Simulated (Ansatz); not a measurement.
B2H3OPS, SMILES `B1OBSP1`. Charge 0, multiplicity 1.

```xyz
8

B     0.411    0.689    0.820
O     1.149   -0.292    0.234
B     0.632   -0.960   -0.857
S    -1.009   -0.512   -1.434
P    -1.227    1.137   -0.093
H     0.800    1.224    1.814
H     1.267   -1.807   -1.401
H    -2.021    0.522    0.916
```

(1) What are the harmonic wavenumbers in cm⁻¹ at PBE0-D4/def2-TZVP (Ansatz, finite differences of forces, unscaled)? (An estimate is asked.)

(2) Is this a minimum?

(3) Give the ideal-gas thermochemistry at 298.15 K and 1 bar (rigid rotor, harmonic oscillator; point group C1, symmetry number 1).

(4) And at 400, 500, 600, 800 and 1000 K?

Results:

(1) The calculation gave: 198, 323, 391, 480, 511, 548, 668, 767, 784, 836, 862, 986, 1063, 1243, 1290, 2379, 2651, 2681.

(2) Yes, all 18 modes are real.

(3) Zero-point energy 111.6 kJ/mol; H(298) − E = 127.9 kJ/mol; entropy 309.9 J/(mol·K), of which translation 166.7, rotation 110.9, vibration 32.3; G(298) − E = 35.5 kJ/mol.

(4) 
```csv
T (K),H − E (kJ/mol),S (J/mol/K),G − E (kJ/mol)
400,137.9,338.6,2.5
500,149.3,364.0,-32.7
600,161.9,386.9,-70.2
800,189.6,426.6,-151.7
1000,219.6,460.1,-240.5
```
